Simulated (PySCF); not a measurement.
Computed with PBE-D3(BJ)/def2-TZVP // B3LYP-D3(BJ)/def2-TZVP in PySCF. All species are isolated molecules in the gas phase. One relaxed conformer stands for a flexible species; it need not be the lowest. Delta-SCF ions had no search for a lower state. 

Reference species (SMILES): `C=C(N)N` (neutral, multiplicity 1).

```yaml
vertical ionisation energy (Delta-SCF): 7.76 eV
HOMO: -4.53 eV
```

Changed species: `[H]/N=C\NC` (C–N–C–N torsion 6°).

Q: Predict the effect on the vertical ionisation energy (Delta-SCF) and HOMO.

A: the vertical ionisation energy (Delta-SCF) rises by 1.14 eV, to 8.90 eV; the HOMO falls by 0.96 eV, to -5.49 eV.
